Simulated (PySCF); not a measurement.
## Calculated data, AlBGeH2O, AlClGeH2O, GeH5O2Si

All values are calculated (PySCF 2.14.0). Calculation on a computer-drawn molecule: optimised geometry and harmonic frequencies of an isolated molecule of the commonest isotopes, restricted reference for singlets and unrestricted otherwise, frozen core in MP2; on germanium a core potential holds 10 electrons, which the energies leave out, and 3d is frozen in MP2 and coupled-cluster steps.

Common to all runs: charge 0; basis cc-pV(D+d)Z; basis and core potential on germanium cc-pVDZ-PP ECP10MDF.

(1) AlBGeH2O

Start structure:
```xyz
6
AlBGeH2O
B     -0.3147     0.2139     0.9267
Ge     0.8229     1.7444     0.2315
Al     0.0069    -0.1476    -1.3390
O     -0.2431    -0.9958    -2.6262
H     -1.5218     0.3286     0.9436
H      0.1048    -0.7235     1.4653
```

It was run with multiplicity 1 and method HF.

The calculation gives: rotational constants 9.37, 1.636, 1.41 GHz; total energy -635.9492 hartree; convergence status largest gradient component 1.615e-05 hartree/bohr.

Drawn bonds:
| atom | other atom | order |
| --- | --- | --- |
| 1 | 2 | 1 |
| 2 | 3 | 1 |
| 3 | 4 | 2 |
| 1 | 5 | 1 |
| 1 | 6 | 1 |

Optimised structure:
```xyz
6
AlBGeH2O
B     -0.4145     0.2487     1.2244
Ge     0.7231     1.5192     0.0802
Al     0.1667    -0.0925    -1.8227
O     -0.1243    -1.0301    -3.0544
H     -1.5914     0.4417     1.3643
H      0.0955    -0.6671     1.8101
```

Modes:
| frequency (cm⁻¹) | reduced mass (dalton) |
| --- | --- |
| 90.36 | 3.98 |
| 141.7 | 13.55 |
| 165.5 | 13.79 |
| 249.6 | 27.82 |
| 371.1 | 1.14 |
| 433.5 | 1.073 |
| 540.6 | 4.587 |
| 905.1 | 1.332 |
| 1191 | 14.89 |
| 1209 | 1.163 |
| 2662 | 1.051 |
| 2751 | 1.123 |

(2) AlClGeH2O

Start structure:
```xyz
6
AlClGeH2O
O      4.0390     0.2030    -1.3165
Ge     3.3720     1.2096     0.0048
Al     0.8798     0.2903    -0.1422
Cl    -0.6113     1.0427     1.1868
H      3.4902    -0.4052    -1.7897
H      0.3564    -0.8090    -1.1587
```

Here we set multiplicity 1 and method MP2.

Results for AlClGeH2O: rotational constants 8.231, 0.925, 0.8316 GHz; total energy -1071.3643 hartree; convergence status largest gradient component 9.138e-06 hartree/bohr.

Drawn bonds:
| atom | other atom | order |
| --- | --- | --- |
| 1 | 2 | 1 |
| 2 | 3 | 1 |
| 3 | 4 | 1 |
| 1 | 5 | 1 |
| 3 | 6 | 1 |

Optimised structure:
```xyz
6
AlClGeH2O
O      3.8646     0.1059    -1.3629
Ge     3.4955     1.2522     0.0098
Al     1.0039     0.3930    -0.0725
Cl    -0.6996     0.9193     1.0819
H      3.1102    -0.4218    -1.6787
H      0.7516    -0.7172    -1.1931
```

Modes:
| frequency (cm⁻¹) | reduced mass (dalton) |
| --- | --- |
| 45.83 | 9.441 |
| 53.61 | 9.394 |
| 149.3 | 12.1 |
| 300.4 | 14.05 |
| 375.3 | 1.186 |
| 526.6 | 6.949 |
| 561.1 | 1.083 |
| 633.7 | 1.319 |
| 683.8 | 7.496 |
| 890.2 | 1.07 |
| 1885 | 1.043 |
| 3768 | 1.068 |

(3) GeH5O2Si

Start structure:
```xyz
9
GeH5O2Si
O      0.6817     3.6507    -1.2590
Si    -0.5479     2.7849    -0.6611
Ge     0.5238     1.6499     1.0980
O     -0.7334     0.8564     2.0255
H      0.5167     4.3457    -1.9368
H     -1.5818     3.6926    -0.2166
H      1.3764     2.4081     2.1647
H      1.3121     0.4713     0.7727
H     -1.4180     1.3885     2.4651
```

Here we set multiplicity 2 and method HF.

The calculation gives: rotational constants 9.383, 1.738, 1.512 GHz; total energy -734.9730 hartree; spin squared 0.7566; convergence status largest gradient component 2.021e-05 hartree/bohr.

Drawn bonds:
| atom | other atom | order |
| --- | --- | --- |
| 1 | 2 | 1 |
| 2 | 3 | 1 |
| 3 | 4 | 1 |
| 1 | 5 | 1 |
| 2 | 6 | 1 |
| 3 | 7 | 1 |
| 3 | 8 | 1 |
| 4 | 9 | 1 |

Optimised structure:
```xyz
9
GeH5O2Si
O      0.7395     3.7100    -1.3459
Si    -0.4819     2.8201    -0.6559
Ge     0.4869     1.5890     1.1697
O     -0.8336     0.7760     2.0666
H      0.5265     4.3518    -2.0075
H     -1.5774     3.7155    -0.1848
H      1.2721     2.4889     2.1376
H      1.3746     0.4444     0.6890
H     -1.3771     1.3525     2.5836
```

Modes:
| frequency (cm⁻¹) | reduced mass (dalton) |
| --- | --- |
| 44.65 | 4.916 |
| 108.3 | 6.369 |
| 166.9 | 1.087 |
| 197.4 | 1.99 |
| 212.9 | 1.875 |
| 381.6 | 6.232 |
| 416.6 | 1.139 |
| 639 | 1.178 |
| 717.2 | 7.423 |
| 729.6 | 1.084 |
| 786.3 | 1.104 |
| 840.8 | 1.302 |
| 862.6 | 2.234 |
| 924.1 | 1.293 |
| 951.9 | 1.187 |
| 967.2 | 1.126 |
| 2191 | 1.021 |
| 2239 | 1.042 |
| 2253 | 1.019 |
| 4159 | 1.067 |
| 4162 | 1.067 |
